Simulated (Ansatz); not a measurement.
Geometry optimisation, Ansatz, RHF/def2-SVP.

Input file:

```yaml
crystal:
  periodic: [false, false, false]
  atoms:
    - { symbol: Sn, position_ang: [-0.16669, -0.074229, -0.000958] }
    - { symbol: O, position_ang: [-0.396338, 0.065928, 1.932563] }
    - { symbol: H, position_ang: [-0.981584, -0.571413, 2.320639] }
    - { symbol: O, position_ang: [1.70813, -0.063679, -0.468013] }
    - { symbol: H, position_ang: [2.029334, -0.824143, -0.931818] }
    - { symbol: Cl, position_ang: [-1.396584, 1.496807, -1.161129] }
    - { symbol: Cl, position_ang: [-0.985652, -2.18003, -0.583893] }
    - { symbol: S, position_ang: [1.396084, 2.782037, 1.622078] }
    - { symbol: H, position_ang: [2.48964, 2.04771, 1.408241] }
    - { symbol: H, position_ang: [0.81386, 1.850512, 2.44069] }
basis:
  gaussian: { orbitals: def2-SVP }
hamiltonian:
  xc: hf
relax:
  f_tol: 0.03
  max_steps: 50
```

Launched with:

```bash
$ ansatz run input.yaml --threads 2 --pin off --max-ram 3072MiB --backend cpu --events-out ev --progress --plain --runs-dir out
```

Question: Where does it end, and by what steps?

Answer: The forces met the threshold. After 10 steps the energy has fallen by 0.090 eV; S8 moved furthest, 0.38 Å.

| step | energy less start (eV) | largest force component (eV/Å) | accepted |
| --- | --- | --- | --- |
| 0 | 0.0000 | 0.743 | yes |
| 1 | -0.0290 | 0.421 | yes |
| 2 | -0.0357 | 0.747 | yes |
| 3 | -0.0584 | 0.133 | yes |
| 4 | -0.0493 | 0.436 | no |
| 5 | -0.0631 | 0.069 | yes |
| 6 | -0.0751 | 0.179 | yes |
| 7 | -0.0829 | 0.469 | yes |
| 8 | -0.0727 | 0.472 | no |
| 9 | -0.0902 | 0.049 | yes |
| 10 | -0.0905 | 0.005 | yes |

```xyz
10
Properties=species:S:1:pos:R:3
Sn -0.111 0.035 0.103
O -0.535 -0.025 1.999
H -1.058 -0.771 2.259
O 1.768 -0.067 -0.378
H 1.998 -0.821 -0.903
Cl -1.353 1.563 -1.119
Cl -0.902 -2.060 -0.625
S 1.240 2.548 1.362
H 2.454 2.002 1.274
H 1.009 2.125 2.606
```

Whether the end is a true minimum wasn't checked by a vibrational analysis.

The run took 35 s on 2 threads of Arm Neoverse V2 (shared host), peak memory 0.36 GiB.
